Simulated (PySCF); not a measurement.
## Structure elucidation problem

Molecular formula: C14H14. Simulated spectra:

¹H NMR (400 MHz, computed): δ 7.36 (m, 4H), 7.28 (m, 4H), 7.25 (m, 2H), 2.60 (s, 4H).

¹³C{¹H} NMR (computed): δ 146.2 (2C), 131.8 (4C), 131.8 (4C), 129.3 (2C), 48.5 (2C).

[PySCF 2.14: structure optimised with PBE0-D3(BJ)/def2-SVP; B3LYP/pcJ-1 coupling constants (without the spin–dipole term); GIAO PBE/pcSseg-1 shieldings; single conformer; no solvent; non-relativistic; fast rotation and ring inversion assumed for equivalent nuclei]

Scale: TMS for ¹H (σref 31.20), ¹³C (σref 180.03) (reference shieldings calculated alike).

Propose a structure and justify it.

Results:


1. The formula gives 8 degrees of unsaturation (2 rings in the answer).
2. 5 carbon signals for 14 carbons: some carbons are equivalent by symmetry or fast rotation.
3. Carbon types of the structure: 2 × C, 10 × CH, 2 × CH2, which accounts for all hydrogens.
4. δC 146.2: substituted aromatic carbon.
5. δC 131.8, 131.8, 129.3: aromatic CH; the aromatic region.
6. δC 48.5: sp3 CH2 on an aromatic ring; saturated and bonded to C and H only.
7. δH 7.36, 7.28, 7.25: hydrogen on an aromatic CH; the ring current deshields protons in the ring plane.
8. δH 2.60: hydrogen on an sp3 CH2 on an aromatic ring; benzylic-type position, deshielded by the ring.

Structure: SMILES c1ccc(CCc2ccccc2)cc1.

The shifts were computed for this structure.

Multiplet labels drop couplings under 1 Hz and merge nearly equal ones. Couplings among chemically equivalent protons are left out too, so labels in AA′BB′ or AA′XX′ sets are apparent multiplicities. Unscaled 3J(H,H) at this level run about 10 % above measured values. Shifts are as computed. Against solution values, carbons near 30 ppm lie about +2 ppm off and those near 130 ppm about +2 ppm (rms about the fit 1.8 ppm; single classes can miss by 10 ppm). Of 1328 compounds with measured shifts, 309 miss one by over three times the rms of a fit or turn the order of signals round; such compounds aren't used in these exercises. Signals without a measured value on file couldn't be tested in this way. Across freely rotating sp3–sp3 bonds, 3J(H,H) is taken as (2 J gauche + J anti)/3 from the one conformer, which assumes equal rotamer populations.
